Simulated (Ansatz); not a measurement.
P₂H₆Au₁₃⁺ (relaxed from a model of Au13(PH3)2, whose bonding it doesn't keep). The state is a singlet with charge 1. Geometry r2SCAN-D4/def2-SVP, basis def2-TZVP, Ansatz.

```csv
atom,x (Å),y (Å),z (Å)
Au1,2.413,1.152,1.549
Au2,1.780,-2.011,-2.235
Au3,-0.198,0.129,-2.666
Au4,1.439,1.590,3.987
Au5,-2.532,1.682,1.749
Au6,0.030,-0.101,2.443
Au7,0.303,-1.472,-0.038
Au8,-0.015,2.729,1.809
Au9,1.858,1.009,-1.230
Au10,-0.822,1.257,-0.296
Au11,-2.064,-1.184,1.221
Au12,4.359,1.182,-0.266
Au13,2.988,-1.304,0.107
P14,2.402,-2.833,-4.306
P15,-4.501,1.820,2.957
H16,2.106,-2.091,-5.477
H17,3.783,-3.075,-4.510
H18,1.870,-4.095,-4.670
H19,-4.772,0.845,3.950
H20,-4.718,3.004,3.704
H21,-5.709,1.767,2.219
```

```
run  HOMO (eV)  LUMO (eV)
  A      -8.21      -6.35
  B      -8.52      -5.37
  C      -8.24      -6.15
  D      -8.05      -6.47
  E      -7.84      -6.84
  F      -7.86      -6.72
```

In the def2 sets Au takes a core potential; there is no spin–orbit coupling. B3LYP takes the VWN-RPA correlation. Single mean-field runs in def2-TZVP are fitted with def2-universal-jkfit.

**Question.** The runs used B3LYP, BHLYP, PBE, PBE0, r2SCAN, r2SCANh. Estimate which is which.

**Answer.** A B3LYP (20 % exact exchange); B BHLYP (50 % exact exchange); C PBE0 (25 % exact exchange); D r2SCANh (10 % exact exchange); E PBE (0 % exact exchange); F r2SCAN (0 % exact exchange). Exact exchange lowers occupied and raises empty levels; among semilocal functionals meta-GGAs tend to open the gap a little, and such runs are hard to tell apart. The gap grows from 1.00 eV (PBE) to 3.16 eV (BHLYP).
